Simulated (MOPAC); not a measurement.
Input file for MOPAC: AM1 on BBr2HO (SMILES OB(Br)Br), a point of a torsion scan.

```
AM1 1SCF PRECISE CHARGE=0 THREADS=1
BBr2HO

O     -0.82838943 1    -0.63753906 1     0.26672371 1
B      0.29478712 1     0.04066252 1     0.11410023 1
Br     0.33774639 1     1.83432535 1    -0.52403421 1
Br     1.87947662 1    -0.73682995 1     0.77218970 1
H     -1.62217724 1    -0.51029284 1    -0.25246793 1
```

Program output:

```
*******************************************************************************
 **                                                                           **
 **                              MOPAC v23.2.5                                **
 **                                                                           **
 *******************************************************************************
 ** MOPAC's Digital Object Identifier: https://doi.org/10.5281/zenodo.6511958 **
 **                                                                           **
 ** Please cite the open-source release paper for use of this MOPAC version:  **
 ** J. E. Moussa and J. J. P. Stewart (2026)                                  **
 ** MOPAC: An open-source semiempirical molecular orbital program             **
 ** J. Open Source Softw., 11(119), 8025, https://doi.org/10.21105/joss.08025 **
 *******************************************************************************

                              AM1 CALCULATION RESULTS

 *******************************************************************************
 *  AM1        - The AM1 Hamiltonian to be used
 *
 *
 *
 *                 CHARGE ON SYSTEM = 0
 *
 *
 *
 *  PRECISE    - TIGHTER CRITERIA TO BE USED
 *  1SCF       - DO 1 SCF AND THEN STOP
 *  THREADS=1  - MULTI-THREADING NOT USED
 *  T=         - A TIME OF 172800.0 SECONDS REQUESTED
 *  DUMP=N     - RESTART FILE WRITTEN EVERY 7200.0 SECONDS REQUESTED
 *******************************************************************************
AM1 1SCF PRECISE CHARGE=0 THREADS=1
 BBr2HO

   ATOM   CHEMICAL          X               Y               Z
  NUMBER   SYMBOL      (ANGSTROMS)     (ANGSTROMS)     (ANGSTROMS)

     1       O         -0.82838943  *  -0.63753906  *   0.26672371  *
     2       B          0.29478712  *   0.04066252  *   0.11410023  *
     3      Br          0.33774639  *   1.83432535  *  -0.52403421  *
     4      Br          1.87947662  *  -0.73682995  *   0.77218970  *
     5       H         -1.62217724  *  -0.51029284  *  -0.25246793  *



          CARTESIAN COORDINATES

    NO.       ATOM           X           Y           Z

     1         O         -0.8284     -0.6375      0.2667
     2         B          0.2948      0.0407      0.1141
     3        Br          0.3377      1.8343     -0.5240
     4        Br          1.8795     -0.7368      0.7722
     5         H         -1.6222     -0.5103     -0.2525

  H: (AM1): M.J.S. DEWAR ET AL, J. AM. CHEM. SOC. 107 3902-3909 (1985)
  B: (AM1): M.J.S. DEWAR ET AL, ORGANOMETALLICS, 7, 513-521 (1988)
  O: (AM1): M.J.S. DEWAR ET AL, J. AM. CHEM. SOC. 107 3902-3909 (1985)
 Br: (AM1): M.J.S. DEWAR AND E. G. ZOEBISCH, THEOCHEM, 180, 1 (1988).

           Empirical Formula: H O B Br2  =     5 atoms



      MOLECULAR POINT GROUP   :   C1


      RHF CALCULATION, NO. OF DOUBLY OCCUPIED LEVELS = 12


 -------------------------------------------------------------------------------
 AM1 1SCF PRECISE CHARGE=0 THREADS=1
 BBr2HO



     1SCF WAS SPECIFIED, SO BFGS WAS NOT USED
     SCF FIELD WAS ACHIEVED


                              AM1 CALCULATION
                                                       MOPAC v23.2.5 Linux




          FINAL HEAT OF FORMATION =       -104.14851 KCAL/MOL =    -435.75736 KJ/MOL


          COSMO AREA              =        116.63 SQUARE ANGSTROMS
          COSMO VOLUME            =        103.73 CUBIC ANGSTROMS

          IONIZATION POTENTIAL    =         10.950802 EV
          HOMO LUMO ENERGIES (EV) =        -10.951 -0.844
          NO. OF FILLED LEVELS    =         12
          MOLECULAR WEIGHT        =        187.6253         POINT GROUP:  C1

          MOLECULAR DIMENSIONS (Angstroms)

            Atom       Atom       Distance
            H     5   Br     4     3.65552
           Br     3    O     1     2.74671
            O     1   Br     4     0.22492


          SCF CALCULATIONS        =          1





   ATOM   CHEMICAL          X               Y               Z
  NUMBER   SYMBOL      (ANGSTROMS)     (ANGSTROMS)     (ANGSTROMS)

     1       O         -0.82838943  *  -0.63753906  *   0.26672371  *
     2       B          0.29478712  *   0.04066252  *   0.11410023  *
     3      Br          0.33774639  *   1.83432535  *  -0.52403421  *
     4      Br          1.87947662  *  -0.73682995  *   0.77218970  *
     5       H         -1.62217724  *  -0.51029284  *  -0.25246793  *

                             CARTESIAN COORDINATES

   1    O       -0.828389430    -0.637539060     0.266723710
   2    B        0.294787120     0.040662520     0.114100230
   3   Br        0.337746390     1.834325350    -0.524034210
   4   Br        1.879476620    -0.736829950     0.772189700
   5    H       -1.622177240    -0.510292840    -0.252467930


           Empirical Formula: H O B Br2  =     5 atoms



      MOLECULAR POINT GROUP   :   C1


                  EIGENVALUES
 -39.11810 -32.35149 -31.47215 -23.11135 -18.48155 -16.14534 -15.54593 -12.46986
 -11.92566 -11.74309 -11.35319 -10.95080  -0.84415   0.68067   1.86436   3.22544
   6.21803


              NET ATOMIC CHARGES AND DIPOLE CONTRIBUTIONS

  ATOM NO.   TYPE          CHARGE      No. of ELECS.   s-Pop       p-Pop
    1          O          -0.302248        6.3022     1.80637     4.49588
    2          B           0.105977        2.8940     1.18368     1.71035
    3         Br          -0.080775        7.0808     1.96535     5.11542
    4         Br          -0.000960        7.0010     1.96304     5.03792
    5          H           0.278005        0.7220     0.72199
 DIPOLE           X         Y         Z       TOTAL
 POINT-CHG.    -0.953    -0.443    -0.467     1.150
 HYBRID        -0.981    -0.054    -0.434     1.074
 SUM           -1.934    -0.497    -0.900     2.191


          ATOMIC ORBITAL ELECTRON POPULATIONS

     Atom    s        px        py        pz
    1  O   1.80637   1.25530   1.65940   1.58118
    2  B   1.18368   0.67609   0.62529   0.40897
    3 Br   1.96535   1.98227   1.26834   1.86481
    4 Br   1.96304   1.34570   1.84918   1.84303
    5  H   0.72199

 **********************
 *                    *
 * JOB ENDED NORMALLY *
 *                    *
 **********************




 == MOPAC DONE ==
```

The run finished.

Cost: very roughly 0.05 core-seconds.
